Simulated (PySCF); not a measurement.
From results back to the method.

Compound: C5H3F3.
Structure used (PBE0-D3(BJ)/def2-SVP), in Å, numbered top down from 1:
```
atom  x, y, z in Å
C1     3.0686    0.2022    0.1732
C2     1.8935    0.1416    0.4627
C3     0.5132    0.0683    0.8056
F4     0.2707    0.1550    2.1158
C5    -0.4918   -0.0711   -0.0672
C6    -1.9215   -0.1406    0.3380
F7    -2.4725   -1.2898   -0.1197
F8    -2.6073    0.8815   -0.2261
H9     4.1109    0.2568   -0.0852
H10   -0.2672   -0.1338   -1.1334
H11   -2.0588   -0.0956    1.4300
```

The closed-shell ground state was solved 7 times with PySCF (density fitting, gas phase), always in the def2-SVPD basis (193 functions), with these functionals: B3LYP, BHandHLYP, CAM-B3LYP, HF, LC-wPBE, LDA and PBE0.

```csv
row,total energy (Eh),HOMO (eV),LUMO (eV),dipole (D)
P,-491.1870,-8.90,-0.76,2.80
Q,-491.4253,-7.69,-2.00,2.69
R,-490.9087,-7.90,-1.79,2.67
S,-487.7900,-6.97,-2.94,2.64
T,-488.9435,-10.35,1.95,2.85
U,-491.1215,-10.52,0.43,2.69
V,-491.2507,-9.19,-0.70,2.74
```

Task: Which functional belongs to which row?

Result: P = BHandHLYP, Q = B3LYP, R = PBE0, S = LDA, T = HF, U = LC-wPBE, V = CAM-B3LYP. By rising HOMO–LUMO gap: LDA (LDA) 4.03 eV; B3LYP (global hybrid, 20 % exact exchange) 5.69 eV; PBE0 (global hybrid, 25 % exact exchange) 6.11 eV; BHandHLYP (global hybrid, 50 % exact exchange) 8.14 eV; CAM-B3LYP (range-separated hybrid) 8.49 eV; LC-wPBE (range-separated hybrid) 10.95 eV; HF (all exact exchange) 12.30 eV. Total energies of different functionals aren't bounds to one another; each is stationary for its own functional.

One conformer stands for the species.
